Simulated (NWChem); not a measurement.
System: SnNH5; SMILES [NH2][SnH3]

```xyz
7

Sn    -0.0049    -0.2839     0.0000
N     -0.0651     1.7645     0.0000
H     -0.8323    -0.7761    -1.4163
H     -0.8323    -0.7761     1.4163
H      1.5898    -0.9425     0.0000
H      0.3872     2.1698    -0.8181
H      0.3872     2.1698     0.8181
```
Atoms are numbered in this order, from 1.

All runs: NWChem. Geometry: optimised at PBE0/def2-SVP. No frequency run checked for a minimum. def2 effective core potentials on Sn; no spin-orbit coupling. Ions are spin-unrestricted doublets at the neutral geometry; other ion states weren't tried.

What does the run give for CAM-B3LYP/def2-SVP? Quantities: vertical ionisation energy, ΔSCF (eV); −ε(HOMO) (eV).


```
Property                               Result
-------------------------------------  ------
vertical ionisation energy, ΔSCF (eV)    9.39
−ε(HOMO) (eV)                            8.33
```
